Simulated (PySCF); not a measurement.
Constitutional and geometric isomers with formula C2H3NSi. Gas-phase values, no solvent. Strings in code marks are SMILES. All members: neutral, multiplicity 1. Level: B3LYP-D3(BJ)/def2-TZVP (PySCF), beside PBE-D3(BJ)/def2-TZVP // B3LYP-D3(BJ)/def2-TZVP (PySCF) at the same geometries. B3LYP has the VWN-RPA correlation part, as in Gaussian. 

| species | HOMO–LUMO gap, PBE (eV) | HOMO–LUMO gap, B3LYP-D3(BJ) (eV) |
|---|---|---|
| `C#CN=[SiH2]` | 2.05 | 3.50 |
| `C=[si]1cn1` | 2.87 | withheld |
| `C=[SiH]C#N` | 3.21 | 4.60 |
| `[H]/N=[SiH]/C#C` | 3.41 | 5.19 |
| `N=[si]1cc1` | 3.94 | 5.77 |

Task: Fit y = a + b·x, y being the HOMO–LUMO gap at the first level, to the 4 complete rows by least squares, with x = the PBE value in eV. Give a, b and the rms residual, and predict the withheld value.

Result: Means of the 4 rows: x̄ = 3.1525, ȳ = 4.765 eV. Σ(x − x̄)² = 1.9053 and Σ(x − x̄)(y − ȳ) = 2.286, so b = 1.200 and a = ȳ − b·x̄ = 0.982 eV. The rms residual is 0.137 eV. At x = 2.87 the line gives 4.43 eV. The run for `C=[si]1cn1` gave 4.63 eV, so the line is off by 0.20 eV, within twice the rms residual.

Codes: PySCF.
